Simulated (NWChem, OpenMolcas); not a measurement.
SnCl2 (SMILES [Cl][Sn][Cl]): the dipole moment, rung by rung

SnCl2: 3 atoms, total charge 0, spin state singlet. As SMILES, `[Cl][Sn][Cl]`. The coordinates come from a PBE0-D4/def2-TZVP relaxation.

```xyz
3

Cl    1.1542    1.2207    0.7560
Sn   -0.7969    0.5189   -0.3766
Cl   -0.3682   -1.8045   -0.3926
```

Quantity: the dipole moment, in D. The values are calculated.

| level | kind | program | value (D) | CPU time |
| --- | --- | --- | --- | --- |
| HF/def2-SVP (core potential) | Hartree–Fock | OpenMolcas | 3.50 | 4 s |
| BLYP/def2-SVP (core potential) | GGA | OpenMolcas | 2.72 | 10 s |
| revPBE/def2-SVP (core potential) | GGA | OpenMolcas | 2.86 | 9.7 s |
| TPSS/def2-SVP (core potential) | meta-GGA | OpenMolcas | 2.95 | 13 s |
| B3LYP/def2-SVP (core potential) | global hybrid | NWChem | 3.01 | 14 s |
| BHLYP/def2-SVP (core potential) | global hybrid | OpenMolcas | 3.30 | 8.9 s |
| M06-2X/def2-SVP (core potential) | hybrid meta-GGA | OpenMolcas | 3.22 | 11 s |
| PBE0/def2-SVP (core potential) | global hybrid | OpenMolcas | 3.13 | 9.4 s |

The values span 2.72 to 3.50 D. Magnitudes only. CPU times are rough (shared hosts, several kinds of processor and program).
